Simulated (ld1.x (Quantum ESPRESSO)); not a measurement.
## What one change does to a pseudopotential (ruthenium (Ru), TM)

| Quantity | Value |
| --- | --- |
| Element | ruthenium |
| Generator | ld1.x (Quantum ESPRESSO) 7.5 |
| Type | norm-conserving Troullier–Martins (Kleinman–Bylander form) |
| Functional | PBE |
| Relativity | scalar-relativistic |
| Frozen core | [Kr] |
| Valence charge | 8 |
| Reference configuration | 4d7 5s1 5p0 |
| Partial waves | 5s (bound): rc 2.95 bohr; 5p (bound, empty): rc 4.20 bohr; 4d (bound): rc 1.40 bohr |
| Local potential | the d channel |
| Core correction | none |

Change: wave 5s (bound): rc 2.95 bohr becomes 5s (bound): rc 3.28 bohr.

Cutoffs: the cutoffs (Ry, on a coarse ladder) from which the occupation-weighted sum of valence levels, in a spherical-Bessel basis at the reference potential, stays within 10 and 1 mRy of its value at 400 Ry; they do not see the model core or the augmentation charge, which bear on the density cutoff. Errors are all-electron minus pseudo energies relative to the spin-unpolarised reference configuration.

Problem. How do hardness, ghosts and transferability respond?

Solution. The potential gets neither clearly harder nor softer (55 Ry and 70 Ry → 55 Ry and 70 Ry); both files keep a bound ghost (p, s); of the 6 tests that both files solve, the error grows in 2 and shrinks in 3 by more than 15 % and 0.3 meV (median size 15.3 → 17.6 meV).

| quantity | base | changed |
| --- | --- | --- |
| cutoff, loose | 55 Ry | 55 Ry |
| cutoff, tight | 70 Ry | 70 Ry |
| bound ghosts | s, p | s, p |
| tests counted (converged, no solver errors) | 6 of 7 | 6 of 7 |
| error for 4d7 5s0 5p0, meV [ΔE 7.29 eV] | +10 | +10 |
| error for 4d6 5s0 5p0, meV [ΔE 25.48 eV] | +47 | +25 |
| error for 4d5 5s0 5p0, meV [ΔE 56.10 eV] | -16 | -69 |
| error for 4d4 5s0 5p0, meV [ΔE 100.61 eV] | -282 | -372 |
| error for 4d7 5s0 5p1, meV [ΔE 3.46 eV] | +5.6 | +4.2 |
| error for 4d6 5s1 5p0, meV [ΔE 10.11 eV] | -14 | -3.6 |
| s: phases at 4.53 bohr within 0.05 rad from the reference energy up to (Ry; the scan ends near 5) | 0.7 | 0.6 |
| p: phases at 4.53 bohr within 0.05 rad from the reference energy up to (Ry; the scan ends near 5) | 1.1 | 1.1 |
| d: phases at 4.53 bohr within 0.05 rad from the reference energy up to (Ry; the scan ends near 5) | to the end of the scan | to the end of the scan |

Base: Tests not counted: 4d6 5s1 5p1 (solver errors, printed error -2.0 eV). These tests converged, but a pseudo level misses the all-electron one widely, so the file describes the atom poorly there or has found another state: 4d4 5s0 5p0: empty 5s by 8.0 eV. Changed file: Tests not counted: 4d6 5s1 5p1 (solver errors, printed error -2.4 eV). A true bound ghost makes a file unfit for plane-wave use even where its test errors are small: the radial tests pick states by their node count and pass the ghost by. Where a test does run into it, the solver fails or the error is huge.
